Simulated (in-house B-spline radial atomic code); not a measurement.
Checks on a self-consistent run for As8+, [Ar] (3d3/2)4 (3d5/2)3. Level of theory: Dirac-Hartree-Fock, average of the jj configuration, Fermi nucleus of rms radius 4.0968 fm; calculated with an all-electron radial atomic-structure program (B-spline basis).

```csv
orbital,q,ε (Eh),<1/r>,<r²>,small-component weight
1s1/2,2,-445.68025,33.4719,0.00278453,0.014273
2s1/2,2,-64.31011,7.45081,0.0479947,0.0028101
2p1/2,2,-57.98008,7.37492,0.0374318,0.002772
2p3/2,4,-56.53664,7.17223,0.0387247,0.0027207
3s1/2,2,-14.20897,2.47216,0.382179,0.0006915
3p1/2,2,-12.07771,2.36926,0.393135,0.00064992
3p3/2,4,-11.66765,2.31173,0.406275,0.0006299
3d3/2,4,-8.10672,2.10995,0.414189,0.0005397
3d5/2,3,-8.04043,2.0959,0.419274,0.00053486
```

Electron-electron repulsion V_ee = 719.0517 hartree.

Problem. What total energy follows from the eigenvalues?

Solution. The eigenvalues count the repulsion twice, so E = Σqε - V_ee = -1517.880 - 719.052 = -2236.931 hartree; the run printed -2236.931.

Problem. Does the Dirac virial theorem hold?

Solution. For a point nucleus E = -2c²Σq·w, with w the small-component weight. Here Σq·w = 0.059559 and c = 137.0360, so the ratio E/(-2c²Σq·w) is 1.000013; the finite nucleus accounts for the departure from 1.

Problem. What diamagnetic shielding (Lamb formula) and susceptibility (Langevin formula) do the radii give?

Solution. σ = (α²/3)Σq<1/r> = 158.942/(3·137.036²) = 2821.3 ppm, and χ = -0.79199×10⁻⁶·Σq<r²> = -5.086×10⁻⁶ cm³/mol with Σq<r²> = 6.4216 bohr². Both are non-relativistic formulas without the paramagnetism of open shells.
